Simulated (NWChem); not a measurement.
## Plane-wave run on MgSe (space group Fm-3m)

```
MgSe
1.0
    0.00000     2.73373     2.73373
    2.73373     0.00000     2.73373
    2.73373     2.73373     0.00000
Mg Se
1 1
Direct
  0.00000   0.00000   0.00000
  0.50000   0.50000   0.50000
```

Program: NWChem. Origin of the cell: Materials Project cell, not relaxed here.

Norm-conserving pseudopotentials with valence charges Mg 2, Se 6, fixed occupations, no spin-orbit coupling, density cut at twice the wavefunction cutoff.

The filled d shells of Se are in the core.

Level: revPBE, Troullier-Martins, cutoff 25 Ha, density from a 4×4×4 mesh. Bands run along Γ–X–U|K–Γ–L–W–X with k in units of the cell's reciprocal vectors.

Task: What gap does the band structure show, and how wide is the group of occupied bands?

Result: It shows an indirect gap along this path of 1.74 eV from Γ to X (smallest direct gap on this path 2.63 eV). The 4 occupied bands reach 12.9 eV below the valence-band top.
